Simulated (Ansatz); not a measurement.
Cost and result for the atomization energy of `OCOC[SiH3]` (13 atoms, 12 bonds).

```xyz
13

O     2.202    0.818    0.450
C     1.534   -0.089   -0.376
O     0.375    0.438   -0.942
C    -0.663    0.683    0.003
Si   -1.746   -0.846    0.289
H     2.489    1.559   -0.092
H     2.152   -0.400   -1.225
H     1.314   -0.953    0.261
H    -1.285    1.482   -0.412
H    -0.247    1.067    0.942
H    -2.783   -0.529    1.309
H    -0.934   -1.994    0.774
H    -2.410   -1.238   -0.981
```

Total charge 0; spin multiplicity 1. The geometry is a stationary point of PBE0-D4/def2-TZVP. It is one conformer, not always the lowest. Program: Ansatz. All runs use 4 threads of an Arm Neoverse V1 on a shared host. Times are those of one run each, without the atoms' runs, and a repeat can differ threefold. Electronic energies, without spin–orbit coupling; frozen cores. CCSD(T)/CBS adds CCSD(T) − MP2 in def2-TZVPP to the MP2 limit, and its time is that of the two runs behind it. T1 = 0.012. B3LYP takes the VWN-RPA correlation (the form of Gaussian; ORCA's B3LYP/G).

CCSD(T)/CBS is a level of theory with its own doubt, some kJ/mol a heavy atom from the limit and from the frozen cores, so smaller differences don't rank the functionals.

```csv
level,functions,wall time
PBE-D4/def2-TZVPP (with forces),278,3.3 s
PBE0-D4/def2-TZVPP,278,3.9 s
B3LYP-D4/def2-TZVPP (with forces),278,6 s
r2SCAN-D4/def2-TZVPP (with forces),278,6.5 s
B2PLYP/def2-TZVPP,278,7 s
ωB97X-V/def2-TZVPP,278,10 s
ωB97M-V/def2-TZVPP (with forces),278,15 s
MP2/def2-QZVPP,538,45 s
CCSD(T)/def2-TZVPP,278,5.3 min
CCSD(T)/CBS(def2),–,6.1 min
```

(1) What atomization energy does each give, and how far from CCSD(T)/CBS? (An estimate is asked.)

## Answers

(1) The calculation gave: 
| level | atomization (kJ/mol) | difference from CCSD(T)/CBS | per bond |
| --- | --- | --- | --- |
| PBE-D4/def2-TZVPP (with forces) | 4717.8 | 67.1 | 5.6 |
| PBE0-D4/def2-TZVPP | 4629.2 | -21.5 | -1.8 |
| B3LYP-D4/def2-TZVPP (with forces) | 4638.3 | -12.4 | -1.0 |
| r2SCAN-D4/def2-TZVPP (with forces) | 4646.7 | -4.0 | -0.3 |
| B2PLYP/def2-TZVPP | 4587.9 | -62.8 | -5.2 |
| ωB97X-V/def2-TZVPP | 4660.9 | 10.2 | 0.9 |
| ωB97M-V/def2-TZVPP (with forces) | 4656.6 | 5.9 | 0.5 |
| MP2/def2-QZVPP | 4657.0 | 6.3 | 0.5 |
| CCSD(T)/def2-TZVPP | 4529.6 | -121.1 | -10.1 |
| CCSD(T)/CBS(def2) | 4650.7 | 0.0 | 0.0 |

The D4 term adds +37.1 kJ/mol with B3LYP and +19.6 kJ/mol with PBE0; it sums over pairs of atoms, weighted by their polarisabilities, and B3LYP, whose exchange is more repulsive, gets the larger term. From PBE to PBE0 (25 % exact exchange), in def2-TZVPP and without D4, the atomization energy moves by −84.9 kJ/mol: exact exchange takes away binding that semilocal exchange gives to molecules. In def2-TZVPP, CCSD(T) changes the Hartree–Fock value by +1205.8 kJ/mol (the triples alone add +64.9 kJ/mol) and MP2 by +1261.6 kJ/mol; breaking electron pairs costs correlation energy, which Hartree–Fock lacks.
